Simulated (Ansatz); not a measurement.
All numbers were calculated with Ansatz.

A structure relaxed at PBE0-D4/def2-TZVP, charge 0, multiplicity 1:

Cartesian coordinates in Å:
```
O -0.9152 -0.8937 -0.2183
Sc 0.3910 0.3815 0.0929
F 0.3930 1.3670 1.6553
F 1.7187 0.6944 -1.1526
H -1.5875 -1.5493 -0.3774
```

Problem. Give its formula and SMILES.

Solution. F2HOSc, `[OH][Sc]([F])[F]`.

Problem. Point group (tolerance 0.08 Å, 0.16 Å for H)?

Solution. C2v.

Problem. Summarise the bond lengths by kind.

Solution. 1 × O–Sc 1.852 Å; 1 × H–O 0.952 Å; 2 × F–Sc 1.847 Å.
